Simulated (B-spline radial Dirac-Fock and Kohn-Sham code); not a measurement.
## Dipole and non-dipole photoemission parameters of Ag 4p3/2

System: the free silver atom, configuration 1s2 2s2 2p6 3s2 3p6 3d10 4s2 4p6 4d10 5s1; threshold 62.36 eV (orbital energy of the model). The computed values come from a B-spline atomic structure program: Dirac-Hartree-Slater photoionisation with a Latter tail; cross sections with all multipoles, angular parameters from the dipole term and its interference with E2.

For linearly polarised light dσ/dΩ = σ/(4π) [1 + β P₂(cos θ) + (δ + γ cos²θ) sin θ cos φ], with θ from the polarisation vector and φ the angle between the beam and the projection of the electron momentum on the plane normal to the polarisation.

```csv
hν (eV),σ (kb),β,γ,δ
108,356,-0.075,0.475,-0.075
179,267,0.392,-0.056,0.032
221,243,0.784,0.066,0.033
225,241,0.812,0.076,0.032
286,205,1.118,0.179,0.022
360,166,1.326,0.206,0.012
438,133,1.451,0.182,0.006
557,96.8,1.561,0.118,0.002
600,87.1,1.586,0.096,0.001
891,46.9,1.676,-0.006,0.000
1150,30.0,1.700,-0.028,0.001
1160,29.6,1.700,-0.028,0.001
1253.6,25.6,1.703,-0.025,0.001
1280,24.7,1.703,-0.024,0.001
1430,?,?,?,?
1490,18.5,1.703,-0.002,0.002
1840,12.1,1.692,0.060,0.004
2160,8.69,1.677,0.129,0.005
2900,4.56,1.635,0.306,0.010
2984.4,4.27,1.629,0.327,0.010
4920,1.28,1.515,0.752,0.026
5100,1.17,1.505,0.787,0.028
5414.7,0.999,1.488,0.846,0.031
6000,0.764,1.456,0.949,0.037
6010,0.761,1.456,0.950,0.037
7190,0.470,1.397,1.135,0.050
9251.7,0.233,1.304,1.396,0.075
12600,0.0952,1.177,1.712,0.116
15000,0.0563,1.098,1.884,0.146
```

Question: Give the values at 1430 eV.

Answer: σ = 20.0 kb, β = 1.703, γ = -0.009, δ = 0.002.
